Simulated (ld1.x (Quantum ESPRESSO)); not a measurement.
## Transferability test, TM potential for chromium (Cr)

chromium, norm-conserving Troullier–Martins (Kleinman–Bylander form), made with ld1.x (Quantum ESPRESSO) 7.5 (LDA (PZ), scalar-relativistic). Core [Ne], reference 3s2 3p6 3d5 4s1 4p0. Waves: 3s (bound): rc 1.10 bohr; 3p (bound): rc 1.35 bohr; 3d (bound): rc 2.20 bohr. Local part: all-electron potential smoothed inside 0.95 bohr (lloc = -1). Core correction: none.

Occupied shells without a wave of their own: 4s. They enter only through the test configuration that unscreens the potential.

Energies are relative to the spin-unpolarised reference configuration 3s2 3p6 3d5 4s1 4p0; without spin polarisation the order of configurations can differ from experiment. Spin-polarised rows fill each open shell by Hund’s rule, majority spin first. The frozen-core shift is the all-electron ΔE with the core orbitals held at their reference shape minus the fully relaxed ΔE.

```tsv
valence configuration	charge	ΔE all-electron (eV)	error AE − PS (meV)	frozen-core shift (meV)
3s2 3p6 3d5 4s0 4p0	+1	7.140	-161	+1.0
3s2 3p6 3d4 4s0 4p0	+2	23.483	-288	-0.6
3s2 3p6 3d3 4s0 4p0	+3	54.509	-194	-3.0
3s2 3p5 3d5 4s1 4p0	+1	51.469	-291	+15
3s2 3p6 3d4 4s1 4p1	0	3.612	+52	-1.8
3s2 3p6 3d5.5 4s0.5 4p0	0	0.717	-53	+0.8
3s2 3p6 3d6 4s0 4p0	0	1.725	-94	+1.5
3s2 3p6 3d5 4s0 4p0 (spin-polarised)	+1	2.685	+240	+7.6
```

Q: What are ΔE and the potential's error for 3s2 3p6 3d5 4s1 4p0 (spin-polarised)?

A: ΔE = -4.916 eV all-electron; the error (AE − PS) is +363 meV.

Levels in the configuration 3s2 3p6 3d5 4s0 4p0 (spin-polarised):

```
  level  all-electron (eV)  pseudo (eV)
  3s up            -81.641      -81.645
  3p up            -53.457      -53.492
  3d up            -11.090      -11.286
3s down            -77.480      -77.541
3p down            -49.372      -49.360
```

The 4s level has no wave, so the channel is fitted at the deeper level alone: the likely source of the large errors. A variational frozen-core shift is positive and of second order in the change. This column holds negative values, so the frozen-core run of ld1.x carries numerical noise or an error of first order here, and the column gives no more than the rough size of the effect.
